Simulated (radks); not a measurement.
Values are calculated unless marked as measured or tabulated.
Species: W29+. Configuration: [Kr] 4d9 (the NIST ground configuration).

Level of theory: Dirac Kohn-Sham, PBE, spin-unpolarised, spherical densities, point nucleus; open shells fill j = l - 1/2 first (a radial shooting solver on a logarithmic mesh with Libxc functionals).

Energy parts (eV):
| part | energy |
|---|---|
| total | -428816.25 |
| kinetic | 484770.10 |
| electron-nucleus | -1022894.73 |
| Hartree | 117030.50 |
| exchange-correlation | -7722.12 |

Orbitals (lengths in bohr, moments of r in powers of bohr):
orbital  occ.  eigenvalue (eV)      <r>
1s1/2       2        -70428.33  0.01834
2s1/2       2        -13006.15  0.07696
2p1/2       2        -12479.31  0.06368
2p3/2       4        -11127.62  0.07164
3s1/2       2        -3794.474   0.1998
3p1/2       2        -3561.996   0.1898
3p3/2       4        -3266.932   0.2042
3d3/2       4        -2877.792   0.1787
3d5/2       6        -2813.769   0.1831
4s1/2       2        -1513.247   0.4218
4p1/2       2        -1414.781   0.4214
4p3/2       4        -1332.157   0.4456
4d3/2       4        -1170.888   0.4410
4d5/2       5        -1153.862   0.4480
5s1/2       0        -795.2178   0.7664
5p1/2       0        -751.5076   0.7797
5p3/2       0        -720.8619   0.8127

The highest occupied level is 4d5/2 at -1153.9 eV. The density falls to 0.001 e/bohr^3 at r = 1.22 bohr.
